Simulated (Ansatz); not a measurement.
Abridged output of a molecular run in Ansatz:

```
Functional definition: HF
1604 factors; integrals over basis functions are off by at most 1.6e-3 eV
mean field evaluation 1: about -57365.3814 eV, gradient 5.1e1 eV
mean field evaluation 2: about -57365.5726 eV, gradient 5.1e1 eV
mean field evaluation 4: about -57371.3712 eV, gradient 5.5e0 eV
mean field evaluation 8: about -57371.4617 eV, gradient 4.7e-1 eV
mean field -57371.46225161 eV, -2108.3623499729 hartree, gradient 2.6e-6 eV, S^2 0.000000; 0 other end points of the search recorded, 0 dependent functions left out
15 core orbitals not correlated: weight in the atoms' cores, before any rotation towards them, 1.000 or more for the frozen orbitals, at most 0.000 for the correlated occupied ones
reference -57371.46225161 eV, -2108.3623499729 hartree; 25, 25 occupied and 120, 120 virtual orbitals, 1604 factors
second order -34.12831750 eV of doubles, -0.00000000 eV of singles
cycle   1  -34.00307550 eV  change    1.3e-1 eV  update   1.4e-1
cycle   2  -34.85699241 eV  change   -8.5e-1 eV  update   4.5e-2
cycle   3  -35.07872054 eV  change   -2.2e-1 eV  update   2.5e-2
cycle   4  -35.06748894 eV  change    1.1e-2 eV  update   7.2e-3
cycle   5  -35.06294837 eV  change    4.5e-3 eV  update   3.6e-3
cycle   6  -35.06281681 eV  change    1.3e-4 eV  update   1.1e-3
cycle   7  -35.06222023 eV  change    6.0e-4 eV  update   4.1e-4
cycle   8  -35.06210437 eV  change    1.2e-4 eV  update   1.4e-4
cycle   9  -35.06216010 eV  change   -5.6e-5 eV  update   6.1e-5
cycle  10  -35.06218754 eV  change   -2.7e-5 eV  update   2.4e-5
perturbative correction -0.93418518 eV, -0.0343306720 hartree
Total energy: -57407.45862433 eV, -2109.6851922712 hartree
```

Its atoms:

```xyz
16

C    -1.281   -1.228    0.020
C    -0.155   -0.203    0.030
C    -0.628    1.095    0.671
C     0.333    0.058   -1.390
O     0.886   -0.774    0.802
Zn    2.409    0.066    1.092
F     3.952    0.789    1.450
H    -0.930   -2.165   -0.417
H    -2.136   -0.870   -0.558
H    -1.610   -1.431    1.041
H    -1.472    1.531    0.130
H     0.178    1.838    0.676
H    -0.935    0.914    1.704
H     0.714   -0.865   -1.832
H     1.141    0.800   -1.389
H    -0.465    0.445   -2.028
```

(1) Which basis set was used?
A. def2-TZVPPD
B. def2-SVP
C. def2-SVPD
D. cc-pV(Q+d)Z

(2) Write the keys of the input that set method, charge and spin (a neutral closed shell needs none for the last two).

Answers

(1) B. It gives 160 functions.

(2) 
```yaml
correlation: {method: ccsd_t, frozen_orbitals: {C: 1, F: 1, H: 0, O: 1, Zn: 9}}
```
